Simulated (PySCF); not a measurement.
## A ladder of Hamiltonians for Ge²⁸⁺ (germanium, charge +28)

Occupied: 1s1/2, 2s1/2. Hartree-Fock calculated with PySCF 2.14 in an uncontracted even-tempered set (19 s from 3.1 bohr⁻², ratio 2.3; 14 p from 3.7 bohr⁻², ratio 2.3), Gaussian nucleus throughout. NR is non-relativistic, sf-X2C the spin-free one-electron X2C Hamiltonian, X2C adds the bare one-electron spin-orbit term, X2C-SNSO screens it by Boettger's factors, DC is four-component Dirac-Coulomb, and the Gaunt and Breit terms are added at first order (total energies over the DC spinors, levels after relaxing the spinors in that mean field). QED terms are absent. Levels marked empty are virtual spinors of this ion.

| level (eV) | NR | sf-X2C | X2C | X2C-SNSO |
| --- | --- | --- | --- | --- |
| 1s1/2 | -13062.0 | -13232.3 | -13232.3 | -13232.3 |
| 2s1/2 | -3018.3 | -3068.1 | -3068.1 | -3068.1 |
| 2p1/2 (empty) | -2842.4 | -2860.2 | -2887.6 | -2885.8 |
| 2p3/2 (empty) | -2842.4 | -2860.2 | -2847.2 | -2848.0 |
| 3s1/2 (empty) | -1251.9 | -1268.1 | -1268.1 | -1268.1 |

Question: Where do the four-component calculations put these levels?

Answer: 1s1/2: DC -13238.4, DC+Gaunt -13225.8, DC+Breit -13225.9; 2s1/2: DC -3068.7, DC+Gaunt -3067.4, DC+Breit -3067.5; 2p1/2 (empty): DC -2886.2, DC+Gaunt -2883.8, DC+Breit -2884.2; 2p3/2 (empty): DC -2848.1, DC+Gaunt -2846.6, DC+Breit -2847.0; 3s1/2 (empty): DC -1268.2, DC+Gaunt -1267.9, DC+Breit -1267.9 (eV).

```
Hamiltonian  E (hartree)  E − E(DC) (hartree)  CPU seconds
         NR   -1230.5271              17.7330         0.37
     sf-X2C   -1248.0068               0.2532         0.22
        X2C   -1248.0068               0.2532         0.22
   X2C-SNSO   -1248.0068               0.2532         0.22
         DC   -1248.2601               0.0000          3.7
   DC+Gaunt   -1247.7355               0.5246          6.3
   DC+Breit   -1247.7455               0.5146           53
```

Weight of the small component: 1s1/2 0.0135, 2s1/2 0.00308, 2p1/2 0.00300, 2p3/2 0.00296, 3s1/2 0.00126.

Koopmans' value for the highest occupied level at DC+Breit: 3067.5 eV, against an ionisation energy of 3074 ± 3 eV (semi-empirical (NIST evaluation); NIST Atomic Spectra Database, ionization energies); the former lacks relaxation, correlation, QED and recoil.

The whole ladder took 65 s of wall time on 1 thread of Neoverse-V1 (shared host), launched as `OMP_NUM_THREADS=1 python relrun2.py TASK.json OUT` (a driver that calls PySCF for each Hamiltonian).
